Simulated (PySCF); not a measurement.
**The 10-electron isoelectronic series, non-relativistic**

All values are computed (PySCF 2.14, energy differences of UHF-based or UKS calculations, no spin-orbit coupling). Each ion has its own even-tempered basis scaled to its charge (18s11p6d5f5g for the first); frozen: nothing. Ionisation energies in eV, correlation energies of the ion in mhartree.

| ion | configuration | UHF | LDA | PBE | PBE0 | r2SCAN | MP2 (all electrons) | E_corr MP2 | NIST (with spin-orbit, Breit and QED) |
| --- | --- | --- | --- | --- | --- | --- | --- | --- | --- |
| Ti¹²⁺ | [Ne] (1S) | 786.70 | 787.75 | 787.20 | 787.53 | 788.26 | 788.35 | -377.1 | 787.67 |
| Cr¹⁴⁺ | [Ne] (1S) | 1010.3 | 1011.1 | 1010.6 | 1011.0 | 1011.9 | 1012.0 | -378.4 | 1011.6 ± 0.5 (s) |
| Fe¹⁶⁺ | [Ne] (1S) | 1261.2 | 1261.7 | 1261.3 | 1261.7 | 1262.7 | 1262.9 | -381.2 | 1262.7 ± 0.7 (s) |
| Ni¹⁸⁺ | [Ne] (1S) | 1539.3 | 1539.6 | 1539.2 | 1539.7 | 1540.8 | 1541.0 | -381.9 | 1540.1 ± 0.5 |
| Zn²⁰⁺ | [Ne] (1S) | 1844.7 | 1844.7 | 1844.3 | 1844.9 | 1846.1 | 1846.3 | -383.5 | 1846.8 ± 1 (s) |
| Ge²²⁺ | [Ne] (1S) | 2177.3 | 2177.0 | 2176.7 | 2177.3 | 2178.7 | 2178.9 | -384.6 | 2178.2 ± 0.4 |
| Se²⁴⁺ | [Ne] (1S) | 2537.1 | 2536.5 | 2536.3 | 2537.0 | 2538.5 | 2538.7 | -385.7 | 2540.7 ± 1.4 (s) |
| Kr²⁶⁺ | [Ne] (1S) | 2924.1 | 2923.3 | 2923.1 | 2923.9 | 2925.5 | 2925.8 | -386.7 | 2928.9 ± 1.7 (s) |
| Sr²⁸⁺ | [Ne] (1S) | 3338.4 | 3337.3 | 3337.2 | 3338.0 | 3339.7 | 3340.1 | -386.9 | 3344.7 ± 1.9 (s) |

(1) Interpolate the row of Co¹⁷⁺.

Each ion has its own basis, which adds noise of up to about 0.1 % along the series.

NIST values marked (s) are semi-empirical, (t) theoretical. Open shells are high-spin determinants of the terms that Hund's rules give.

All relativistic terms are absent from the calculated values; where these lie close to NIST, scalar and spin-orbit shifts of opposite sign can cancel.

Results:

(1) configuration [Ne] (1S); UHF 1396.9; LDA 1397.3; PBE 1396.8; PBE0 1397.3; r2SCAN 1398.4; MP2 (all electrons) 1398.5; E_corr MP2 -381.9; NIST (with spin-orbit, Breit and QED) 1397.2 ± 0.5.
